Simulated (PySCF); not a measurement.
## How the method moves the HOMO and LUMO of `CCC[SiH2]P`

C₃H₁₁PSi.
Numbering: `[CH3:1][CH2:2][CH2:3][SiH2:4][PH2:5]` (hydrogens: H6, H7, H8 on C1; H9, H10 on C2; H11, H12 on C3; H13, H14 on Si4; H15, H16 on P5)

Geometry (PBE0-D3(BJ)/def2-SVP, Å), atoms numbered from 1 in this order:
```xyz
16
C3H11PSi angstrom
C      1.6243    0.5812    0.1455
C      0.9899   -0.3396    1.1766
C     -0.0231   -1.3260    0.5931
Si    -1.5244   -0.5502   -0.2547
P     -2.3945    1.0214    1.1359
H      0.8746    1.2197   -0.3508
H      2.1345    0.0059   -0.6439
H      2.3682    1.2483    0.6066
H      0.4976    0.2664    1.9584
H      1.7828   -0.9020    1.6988
H     -0.4171   -1.9795    1.3902
H      0.4664   -1.9964   -0.1365
H     -1.1798    0.0161   -1.5973
H     -2.5814   -1.5899   -0.4572
H     -1.4460    2.0248    0.7641
H     -3.3672    1.4649    0.1872
```

Basis pcSseg-1 throughout (PySCF), one geometry. One conformer (not necessarily the lowest) at the PBE0-D3(BJ)/def2-SVP geometry, without solvent, vibrations or thermal averaging.

Task: How do the orbital energies, the gap and the dipole change with the method?

Result: 
```csv
method,kind,HOMO (eV),LUMO (eV),gap (eV),μ (D),SCF cycles
BLYP,GGA,-6.10,-0.20,5.90,1.13,13
B97-D,GGA,-6.23,-0.22,6.01,1.19,13
OPBE,GGA,-6.27,-0.20,6.07,1.27,13
PBE,GGA,-6.27,-0.33,5.94,1.20,13
KT2,GGA,-6.34,-0.42,5.92,1.16,14
KT3,GGA,-6.34,-0.35,5.99,1.14,14
LDA,LDA,-6.35,-0.50,5.85,1.23,13
BP86,GGA,-6.38,-0.40,5.97,1.22,13
B3LYP,global hybrid,-7.16,0.32,7.48,1.17,12
B97-2,global hybrid,-7.16,0.51,7.67,1.24,12
PBE0,global hybrid,-7.39,0.53,7.92,1.25,12
mPW1PW91,global hybrid,-7.42,0.53,7.95,1.25,12
BHandHLYP,global hybrid,-8.36,1.38,9.75,1.21,11
CAM-B3LYP,range-separated hybrid,-8.64,1.53,10.17,1.20,12
wB97X-D,range-separated hybrid,-9.22,2.27,11.49,1.30,12
HF,Hartree–Fock,-9.91,3.59,13.50,1.30,9
LC-wPBE,range-separated hybrid,-10.01,2.72,12.73,1.32,12
```

The HOMO spans 3.90 eV, from BLYP down to LC-wPBE, and the gap runs from 5.85 eV (LDA) to 13.50 eV (HF). Over the methods BLYP (0 %), B97-D (0 %), OPBE (0 %), PBE (0 %), KT2 (0 %), KT3 (0 %), LDA (0 %), BP86 (0 %), B3LYP (20 %), B97-2 (21 %), PBE0 (25 %), mPW1PW91 (25 %), BHandHLYP (50 %), HF (100 %), a straight line through the gap against the share of exact exchange rises by 0.76 eV for each 10 % (correlation coefficient 0.999). The dipole ranges from 1.13 D (BLYP) to 1.32 D (LC-wPBE). This basis has no diffuse functions.
